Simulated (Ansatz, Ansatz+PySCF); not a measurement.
```xyz
4

C     0.0000    0.0000    0.0000
H     1.0031    0.0000    0.0000
H    -0.5016    0.8687    0.0000
H    -0.5016   -0.8687    0.0000
```

Basis set: def2-SVP (spherical functions). Correlated methods keep 1 orbital frozen. Correlation on ROHF uses semicanonical orbitals with singles. Charge 0, multiplicity 2.

Computed with Ansatz (development build ahead of 0.2.0); each method stands on the lowest determinant of its kind that the runs found.

Q: Give the atomization energy at this shape (free ground-state atoms in the same class of orbitals less the molecule, no zero-point energy) of doublet CH3 by UHF-CCSD(T), ROHF-MP2, UHF.

A:

```json
{"method": "UHF-CCSD(T)", "atomization energy": "1188.7 kJ/mol"}
{"method": "ROHF-MP2", "atomization energy": "1180.8 kJ/mol"}
{"method": "UHF", "atomization energy": "984.5 kJ/mol"}
```

Caution: the shape is not the minimum.
